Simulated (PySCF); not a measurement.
Al(OH)3 anion (AlH₃O₃), SMILES [OH][Al]([OH])[OH] (connectivity only; charge and spin as stated), charge -1, multiplicity 2.

Geometry: PBE0-D3(BJ)/def2-SVPD. The spin state was assumed, not searched. The isomer is the one that the SMILES or the coordinates give; other isomers of the formula were not compared. The values are those of a single conformer.

Computed with IEF-PCM-M06-2X/def2-SVPD (PySCF).

The values are the electrostatic part of the solvation free energy, E(continuum) − E(gas) at the gas-phase geometry, in a cavity of scaled van der Waals radii (PySCF's table); cavitation and dispersion terms are not included. A continuum can't describe solvent molecules that bind to the metal.

Computed values in water (ε = 78.36), dichloromethane (ε = 8.93), 2-propanol (ε = 19.26):
```json
[
 {"solvent": "water", "ε": "78.36", "ΔG(elec) (kcal/mol)": "-60.6"},
 {"solvent": "dichloromethane", "ε": "8.93", "ΔG(elec) (kcal/mol)": "-53.7"},
 {"solvent": "2-propanol", "ε": "19.26", "ΔG(elec) (kcal/mol)": "-57.8"}
]
```
